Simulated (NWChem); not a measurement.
# CH5AlS2; SMILES [Al]([CH3])([SH])[SH]

```xyz
9

Al     0.3667     0.0004     0.0069
C      2.3199    -0.0060    -0.0020
H      2.6983    -0.1159    -1.0405
H      2.7267    -0.8525     0.5882
H      2.7375     0.9363     0.4071
S     -0.7192    -1.9226     0.0007
H     -1.9624    -1.3662    -0.0259
S     -0.7139     1.9260     0.0007
H     -1.9590     1.3740    -0.0274
```
Atoms are numbered in this order, from 1.

Results from NWChem. Coordinates come from a PBE-D3(BJ)/def2-SVP optimisation.

For level B3LYP/aug-cc-pVDZ:

* **orbital gap (eV)**: 6.23

What are these values for level B3LYP/cc-pVTZ?

The orbital gap (eV) comes out as 6.47.
